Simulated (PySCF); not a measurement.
# Removal energies of Sn(4+) from EOM-IP-GCCSD

Reference: closed-shell Sn(4+), [Kr] 4d10; one electron is removed. Calculated with PySCF 2.14, two-component X2C-1e with screened spin-orbit coupling, x2c-TZVPPall-2c with one added diffuse shell each of s, p, d, f type (9s10p6d3f, 90 functions); frozen [Ar] 3d10; the 6 highest virtual spinors dropped; of the others 110 kept and the rest restored at second order. No Breit or QED terms. Binding energies in eV.

```csv
level,Koopmans
4d3/2,77.990
4d5/2,76.830
```

(1) How does correlation move these levels?

For comparison, the ionisation energy of Sn(4+) is 77.03 ± 0.04 eV (measured; NIST Atomic Spectra Database, ionization energies).

Only part of the computed levels is shown.

Gaps of this size point to the basis (9s10p6d3f), which has few functions of high l to correlate and polarise the inner shells.

Results:

(1) 4d3/2: second order 75.794, EOM-CCSD 76.685; 4d5/2: second order 74.702, EOM-CCSD 75.570.
